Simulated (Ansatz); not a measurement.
`S[SiH2][SnH3]` + H₂Se → `S[SiH2][SeH]` + `[SnH4]` at 600 K and 1 bar (cleavage of the Si–Sn bond).

Calculated with Ansatz (gas phase, PBE0-D4/def2-TZVP geometries, no zero-point term in ΔE). CBS: MP2 limit from def2 TZ/QZ plus the TZ coupled-cluster correction, frozen cores. def2 core potentials past Kr. For Se, Sn outer-core shells are correlated without core-valence functions, which leaves a few kJ/mol of doubt a bond. Scalar relativity is left out up to krypton. One conformer a species, not always the lowest.

```
        species  CCSD(T)/CBS energy (Eh)  H − E (kJ/mol)  S (J/(mol·K))
`S[SiH2][SnH3]`               -904.49431           184.4          453.2
           H₂Se              -2401.89790            57.0          244.8
 `S[SiH2][SeH]`              -3090.01366           141.4          403.5
       `[SnH4]`               -216.39156            98.5          271.3
```

H − E and S are ideal-gas, rigid-rotor, harmonic terms from PBE0-D4/def2-TZVP, for one conformer and one mirror image of each species. 1 Eh = 2625.50 kJ/mol, R = 8.31446 J/(mol·K).

Question: By hand: ΔE, ΔH, ΔS and ΔG.

Answer: ΔE = (-3090.01366) + (-216.39156) − (-904.49431) − (-2401.89790) = -0.01301 Eh = -34.2 kJ/mol. Δ(H − E) = 141.4 + 98.5 − 184.4 − 57.0 = -1.5, so ΔH = -35.7 kJ/mol. ΔS = 403.5 + 271.3 − 453.2 − 244.8 = -23.2 J/(mol·K). ΔG = -35.7 − 600 × (-23.2)/1000 = -21.8 kJ/mol.

Question: By hand: the equilibrium constant, and the temperature at which ΔG would vanish if ΔH and ΔS stayed fixed.

Answer: log₁₀ K = −ΔG/(RT ln 10) = 1.9. ΔG = 0 at ΔH/ΔS = 1539 K.

TΔS isn't small against ΔH here. A doubt of 5 kJ/mol in ΔE shifts log₁₀ K by 0.4 here. Other conformers and mirror images would add mixing entropy, several J/(mol·K) or more a flexible species. These are equilibria of isolated gas molecules and say nothing of rates. Largest T1 diagnostic: 0.013 (customary marks: 0.02 for closed shells, 0.045 for open ones).
